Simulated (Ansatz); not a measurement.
`[CH3][Ti]([OH])([F])[Cl]` and `[CH3][Ti]([NH2])([OH])[F]` differ in one atom or group.

Ansatz, PBE0-D4/def2-TZVP geometries, multiplicity 1. Each molecule was computed in one conformer, which needn't be the lowest.

Scalar relativity is left out up to krypton.

| property | `[CH3][Ti]([OH])([F])[Cl]` |
| --- | --- |
| HOMO–LUMO gap (PBE/def2-TZVPP) / eV | 3.60 |
| LUMO energy (B3LYP/def2-TZVPP) / eV | -2.58 |
| LUMO energy (PBE/def2-TZVPP) / eV | -3.35 |
| ideal-gas entropy at 298 K and 1 bar (rigid rotor, harmonic PBE0-D4/def2-TZVP) / J/(mol·K) | 382 |
| size of the dipole moment (PBE/def2-TZVPP) / D | 2.34 |
| LUMO energy (PBE0/def2-TZVPP) / eV | -2.30 |

Question: What does the change do to each property? (Estimate.)

Answer: Computed: 
```
                                                                                  property  `[CH3][Ti]([NH2])([OH])[F]`  shift
                                                       HOMO–LUMO gap (PBE/def2-TZVPP) / eV                         3.74   0.14
                                                       LUMO energy (B3LYP/def2-TZVPP) / eV                        -1.61   0.97
                                                         LUMO energy (PBE/def2-TZVPP) / eV                        -2.43   0.92
ideal-gas entropy at 298 K and 1 bar (rigid rotor, harmonic PBE0-D4/def2-TZVP) / J/(mol·K)                          377     -5
                                            size of the dipole moment (PBE/def2-TZVPP) / D                         1.83  -0.51
                                                        LUMO energy (PBE0/def2-TZVPP) / eV                        -1.28   1.02
```

With PBE0 the HOMO rises by 0.83 eV and the LUMO rises by 1.02 eV, so the gap widens by about 0.19 eV. PBE moves the HOMO by 0.77 eV and ωB97M-V by 0.83 eV. The zero-point energy changes by 62.5 kJ/mol with +6 modes. Dipoles are sizes alone; their direction can turn.

B3LYP here is the variant with VWN-RPA as its local correlation; programs differ in this.

Positive LUMOs are unbound, so they and the gaps depend on the basis.
